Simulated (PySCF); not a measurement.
# Spectroscopy problems

[PySCF 2.14.0 with density-fitted response routines: shieldings: GIAO PBE0/pcSseg-1; geometry: GFN2-xTB; B3LYP/pcJ-1 coupling constants (spin–dipole term left out of most H,H and C,H couplings); fast rotation and ring inversion assumed for equivalent nuclei; no solvent model; single conformer; non-relativistic Hamiltonian]

Chemical shifts δ = σref − σ; 1H and 13C against TMS, all at this level. Multiplet labels drop J under 1 Hz and among equivalent protons, and merge close values. Unscaled 3J(H,H) run several per cent high. Splittings of carbon signals by F and P are missing where no couplings were computed. Where no couplings were computed, multiplicities follow the n + 1 count of equivalent neighbours, and m marks all less simple cases (inequivalent or close neighbours, rings, F or P nearby). Acid and N–H amide carbonyl carbons lie up to 10 ppm further downfield in solution (hydrogen bonding). Shifts are as computed. Against solution values, carbons near 30 ppm lie about +3 ppm off and those near 130 ppm about +5 ppm. Of 1211 compounds with measured shifts, 218 miss one by over three times the rms of a fit or turn the order of signals round; such compounds aren't used in these exercises. OH and NH positions are gas-phase values without hydrogen bonding to other molecules.

Question: C4H10N2. 1H NMR (600 MHz, computed): δ 2.69 (s, 8H), 0.24 (br s, 2H). 13C{1H} NMR (computed): δ 54.0 (CH2). What is it?

Answer: `C1CNCCN1`. The formula gives 1 degree of unsaturation (1 ring in the answer). 1 carbon signal for 4 carbons: some carbons are equivalent by symmetry or fast rotation. Carbon types of the structure: 4 × CH2, leaving 2 H on heteroatoms. δC 54.0: sp3 CH2 bonded to N; pulled downfield by the heteroatom. δH 2.69: hydrogen on an sp3 CH2 bonded to N; its carbon carries N, an electronegative neighbour. δH 0.24: hydrogen on an amine nitrogen; exchangeable; this is the value without hydrogen bonding to other molecules.

This is the structure that produced the data.

Question: C4H11FSi3. 1H NMR (400 MHz, computed): δ 4.27 (m, 1H), 4.01 (m, 1H), 3.88 (m, 1H), 3.52 (d, 3H), 2.48 (m, 1H), 2.35 (m, 1H), 1.93 (m, 1H), 1.80 (m, 1H), 1.50 (m, 1H). 13C{1H} NMR (computed): δ 96.0, 43.4, 40.6, 7.6. Identify the compound.

Answer: `F[C@]12C[C@H](C1)[Si@@H]([SiH3])[SiH2]2`. Rings plus π bonds: 2 (2 rings in the answer). 4 carbon signals for 4 carbons: no two carbons are equivalent. Carbon types of the structure: 1 × C, 1 × CH, 2 × CH2, leaving 6 H on heteroatoms. δC 96.0: fully substituted sp3 carbon bonded to F and Si; the inductive effect lowers its shielding. δC 43.4, 40.6: sp3 CH2 in a ring; saturated and bonded to C and H only. δC 7.6: sp3 CH bonded to Si; an electropositive neighbour leaves it electron-rich and shielded. δH 4.01, 3.88: hydrogen on a silicon bonded to C, Si, in a 5-membered ring.

The shifts were computed for this structure.

Question: C6H5N3. 1H NMR (400 MHz, computed): δ 8.98 (d, 1H), 8.24 (m, 1H), 8.06 (d, 1H), 7.43 (m, 1H), 7.18 (m, 1H). 13C{1H} NMR (computed): δ 141.1 (C), 129.7 (CH), 129.2 (CH), 128.9 (CH), 124.2 (CH), 119.3 (CH). What is it?

Answer: `InChI=1S/C6H5N3/c1-2-4-9-6(3-1)5-7-8-9/h1-5H`. The formula gives 6 degrees of unsaturation (2 rings in the answer). 6 carbon signals for 6 carbons: no two carbons are equivalent. Carbon types of the structure: 1 × C, 5 × CH, which accounts for all hydrogens. δC 141.1: ring-fusion aromatic carbon. δC 129.7, 129.2: aromatic CH next to a ring nitrogen. δC 128.9, 124.2, 119.3: aromatic CH. δH 8.98, 8.24: hydrogen on an aromatic CH next to a ring nitrogen; ring current plus the neighbouring ring nitrogen.

This is the structure that produced the data.

Question: C7H9N3. 1H NMR (500 MHz, computed): δ 8.33 (s, 1H), 2.99 (s, 3H), 1.73 (m, 1H), 1.34 (m, 2H), 0.90 (m, 2H). 13C{1H} NMR (computed): δ 160.0 (C), 145.7 (CH), 140.3 (C), 23.1 (CH3), 16.2 (CH2), 10.6 (CH). Give a structure.

Answer: SMILES Cc1nnncc1C1CC1. The formula gives 5 degrees of unsaturation (2 rings in the answer). 6 carbon signals for 7 carbons: some carbons are equivalent by symmetry or fast rotation. Carbon types of the structure: 2 × C, 2 × CH, 2 × CH2, 1 × CH3, which accounts for all hydrogens. δC 160.0: substituted aromatic carbon next to a ring nitrogen. δC 145.7: aromatic CH next to a ring nitrogen; the adjacent pyridine-type nitrogen withdraws density from it. δC 140.3: substituted aromatic carbon. δC 23.1: methyl carbon on an aromatic ring; aliphatic region, no heteroatom directly attached.

The data come from this structure; uniqueness wasn't tested.

Question: C3H10O3Si2. 1H NMR (300 MHz, computed): δ 6.67 (br s, 1H), 5.31 (m, 1H), 5.22 (m, 1H), 5.17 (q, 1H), 0.55 (m, 3H), 0.45 (d, 3H). 13C{1H} NMR (computed): δ 188.6 (C), 0.0 (CH3), -0.2 (CH3). What is it?

Answer: SMILES OC([Si@@H](O[SiH2]C)C)=O. Rings plus π bonds: 1 (no ring in the answer). 3 carbon signals for 3 carbons: no two carbons are equivalent. Carbon types of the structure: 1 × C, 2 × CH3, leaving 4 H on heteroatoms. δC 188.6: carbonyl carbon. δC 0.0, -0.2: methyl carbon bonded to Si; an electropositive neighbour leaves it electron-rich and shielded. δH 6.67: hydrogen on an acid hydroxyl oxygen; exchangeable; this is the value without hydrogen bonding to other molecules. δH 0.55, 0.45: hydrogen on a methyl carbon bonded to Si; an electropositive neighbour shields it, as in TMS itself.

The shifts were computed for this structure.
